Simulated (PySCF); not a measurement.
Question: Give a PBE0-D3(BJ)/def2-SVP geometry of InChI=1S/C4H9BN2/c1-3-5(6)7-4-2/h1,7H,4,6H2,2H3.

Answer: 
```xyz
16
C4H9BN2 angstrom
C     -1.8169    2.2918   -0.0498
C     -1.5438    1.1103    0.0533
B     -1.2094   -0.4006    0.1700
N     -2.2135   -1.3355   -0.1777
N      0.0748   -0.7977    0.6119
C      1.1882    0.0590    0.9384
C      2.3086    0.0134   -0.0896
H     -2.0574    3.3359   -0.1363
H     -3.1339   -1.0424   -0.4680
H     -2.0979   -2.3370   -0.1167
H      0.2905   -1.7871    0.6519
H      1.5908   -0.2029    1.9348
H      0.8056    1.0873    1.0234
H      1.9411    0.3363   -1.0757
H      2.7107   -1.0073   -0.1986
H      3.1427    0.6708    0.2021
```

Orientation and origin are arbitrary. Atoms count from 1 in this order. B3 (three-coordinate boron) is planar (angles 122.4°, 119.5° and 118.2°, sum 360.0°, 0.00 Å off the plane of its three neighbours). N5 (boron-bound nitrogen) is planar (angles 127.2°, 118.6° and 114.0°, sum 359.8°, 0.03 Å off the plane of its three neighbours). N4 (boron-bound nitrogen) is planar (angles 124.0°, 121.7° and 114.2°, sum 359.9°, 0.02 Å off the plane of its three neighbours). Of the pairs four or more bonds apart, C2···H13 is among the closest relative to their van der Waals radii: 2.54 Å, 88 % of the sum of Bondi's values.

Bonds between heavy atoms (Å): C1≡C2 1.217, C2–B3 1.552, B3–N4 1.415, B3–N5 1.415, N5–C6 1.442, C6–C7 1.521.

Method: PBE0-D3(BJ)/def2-SVP geometry optimisation, gas phase in PySCF.

Point group: C1 (no symmetry element, even within 0.4 Å). No frequency check. One conformer, not necessarily the lowest (C2–B3–N5–C6 -3°, B3–N5–C6–C7 -108°).
